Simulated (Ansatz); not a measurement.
Input file for Ansatz (an electronic-structure program): R-CCSD(T)/cc-pV(T+d)Z on H4P2 (SMILES PP), a point of a torsion scan. Files ending in .json are basis or fitting sets from the Basis Set Exchange.

Ansatz 0.2 input:
```yaml
crystal:
  periodic: [false, false, false]
  atoms:
    - {symbol: P, position_ang: [-1.06877334, -0.27773857, -0.58953085]}
    - {symbol: P, position_ang: [1.10727644, -0.12008878, -0.52845355]}
    - {symbol: H, position_ang: [-1.36037309, 1.05281113, -0.29278538]}
    - {symbol: H, position_ang: [-1.19799659, -0.68011916, 0.73558382]}
    - {symbol: H, position_ang: [1.22480418, 0.31152963, 0.79214671]}
    - {symbol: H, position_ang: [1.14869255, 1.17457879, -1.03422686]}
basis:
  gaussian:
    orbitals: cc-pV_T+d_Z.json
magnetization: {spin_polarized: false}
correlation: {method: ccsd_t, electrons: outside_noble_gas}
scf: {lower_state_search: off}
```

The log:

```
WARN ansatz: RAYON_NUM_THREADS=1 ignored (pool sized by the plan → 1); use --threads N
Functional definition: HF
these checks for a lower state are left out or cut short: stability, starts, cluster_reference, orbital_swaps, neighbouring_geometries, increment
integrals: 0.25 GiB planned
773 factors; integrals over basis functions are off by at most 9.3e-4 eV
mean field: 0.29 GiB planned
mean field evaluation 1: about -18606.5977 eV, gradient 1.3e1 eV
mean field evaluation 2: about -18606.8524 eV, gradient 1.3e1 eV
mean field evaluation 4: about -18607.8369 eV, gradient 1.4e0 eV
mean field evaluation 8: about -18607.8506 eV, gradient 9.6e-5 eV
mean field -18607.85063924 eV, -683.8258981378 hartree, gradient 5.8e-6 eV, S^2 0.000000; 0 other end points of the search recorded, 0 dependent functions left out
10 core orbitals not correlated
reference -18607.85063924 eV, -683.8258981378 hartree; 7, 7 occupied and 117, 117 virtual orbitals, 773 factors
second order -8.66277126 eV of doubles, -0.00000000 eV of singles
coupled cluster: 0.59 GiB planned
cycle   1  -9.50693952 eV  change   -8.4e-1 eV  update   7.6e-2
cycle   2  -9.83917883 eV  change   -3.3e-1 eV  update   2.5e-2
cycle   3  -9.86758577 eV  change   -2.8e-2 eV  update   8.3e-3
cycle   4  -9.86445192 eV  change    3.1e-3 eV  update   2.8e-3
cycle   5  -9.86349491 eV  change    9.6e-4 eV  update   9.3e-4
cycle   6  -9.86342661 eV  change    6.8e-5 eV  update   3.6e-4
cycle   7  -9.86351853 eV  change   -9.2e-5 eV  update   1.2e-4
cycle   8  -9.86353098 eV  change   -1.2e-5 eV  update   3.8e-5
cycle   9  -9.86352059 eV  change    1.0e-5 eV  update   1.2e-5
perturbative correction -0.41185556 eV, -0.0151354127 hartree
Total energy: -18618.12601539 eV, -684.2035112466 hartree
Checks for a lower state left out: stability, starts, cluster_reference, orbital_swaps, neighbouring_geometries, increment
```

Self-consistency was reached.

Cost: roughly 11 core-seconds.
